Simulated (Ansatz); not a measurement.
AlBH4O2S, relaxed with RKS PBE-D4/def2-SVP in Ansatz from a rough embedded geometry. The force threshold is 0.03 eV/Å; the program also tests the step.

The species carries charge 0 and has multiplicity 1. The bonds changed during the relaxation, so this is another structure than the one it started from.

Start:

```xyz
9

O    -1.020   -1.254    1.135
B     0.259   -0.854    0.581
O     0.944   -1.724   -0.342
S     1.040    0.775    0.965
Al   -0.077    1.892   -0.626
H    -0.717   -1.772    2.019
H     0.568   -1.488   -1.282
H     0.575    1.969   -2.109
H    -1.571    2.455   -0.341
```

Question: How much energy does the relaxation release, and in how many steps? (Estimate.)

Answer: The calculation gave: 2.38 eV, in 28 steps, 3 of them rejected.

Question: Which bonds change most? (Estimate.)

Answer: The calculation gave: O1–Al5 from 3.727 to 2.000 Å; O1–H6 from 1.069 to 0.975 Å; B2–O3 from 1.441 to 1.361 Å; S4–Al5 from 2.242 to 2.313 Å.

Question: Give the relaxed structure. (Best estimate.)

Answer: Computed: 
```xyz
9

O    -0.803   -0.364    0.169
B     0.588   -0.729    0.162
O     0.863   -2.034    0.434
S     1.631    0.679   -0.225
Al   -0.510    1.547   -0.342
H    -1.481   -1.050    0.309
H     1.819   -2.220    0.407
H    -1.123    1.728   -1.807
H    -0.984    2.444    0.894
```
